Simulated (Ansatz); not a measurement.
A run for Ansatz (an electronic-structure program): R-r2SCAN/def2-TZVPP on BiH3 (SMILES [BiH3]), atoms moved off the minimum. Elements past Kr take the def2 small-core potentials; no spin–orbit coupling.

Ansatz 0.2 input:
```yaml
crystal:
  periodic: [false, false, false]
  atoms:
    - {symbol: Bi, position_ang: [-0.01570817, 0.06676738, 0.01963333]}
    - {symbol: H, position_ang: [-1.45436424, -0.15714217, -1.03379743]}
    - {symbol: H, position_ang: [0.83742884, -1.05292796, -1.05632689]}
    - {symbol: H, position_ang: [0.40549952, 1.44917842, -0.88881726]}
basis:
  gaussian:
    orbitals: def2-TZVPP
hamiltonian:
  xc: {name: r2SCAN}
scf: {lower_state_search: off}
output: {forces: true}
```

Program output:

```
WARN ansatz: RAYON_NUM_THREADS=1 ignored (pool sized by the plan → 1); use --threads N
Functional definition: r2SCAN
these checks for a lower state are left out or cut short: stability, starts, cluster_reference, orbital_swaps, neighbouring_geometries, increment
integrals: 0.02 GiB planned
537 factors; their error is unknown
mean field: 0.20 GiB planned
mean field evaluation 1: about -5890.7010 eV, gradient 1.3e1 eV
mean field evaluation 2: about -5890.5509 eV, gradient 1.7e1 eV
mean field evaluation 4: about -5891.2323 eV, gradient 5.7e-1 eV
mean field evaluation 8: about -5891.2213 eV, gradient 1.1e-1 eV
mean field evaluation 16: about -5891.2214 eV, gradient 9.3e-5 eV
mean field -5891.22135232 eV, -216.4983914844 hartree, gradient 6.7e-6 eV, S^2 0.000000; 0 other end points of the search recorded, 0 dependent functions left out
the calculation of the forces begins
reference -5891.22136384 eV, -216.4983919077 hartree; 13, 13 occupied and 79, 79 virtual orbitals, 537 factors
Total energy: -5891.22136384 eV, -216.4983919077 hartree
Atom 0 at    -0.015708     0.066767     0.019633 Å, force    -0.636099    -0.908745     0.729362 eV/Å
Atom 1 at    -1.454364    -0.157142    -1.033797 Å, force     0.002694     0.044323     0.130585 eV/Å
Atom 2 at     0.837429    -1.052928    -1.056327 Å, force     0.234200    -0.026176    -0.156048 eV/Å
Atom 3 at     0.405500     1.449178    -0.888817 Å, force     0.399204     0.890598    -0.703899 eV/Å
Dipole moment:     0.033682     0.023143     0.202632 e Å
Checks for a lower state left out: stability, starts, cluster_reference, orbital_swaps, neighbouring_geometries, increment
```

The run converged.

Cost: around 1.6 core-seconds (rough).
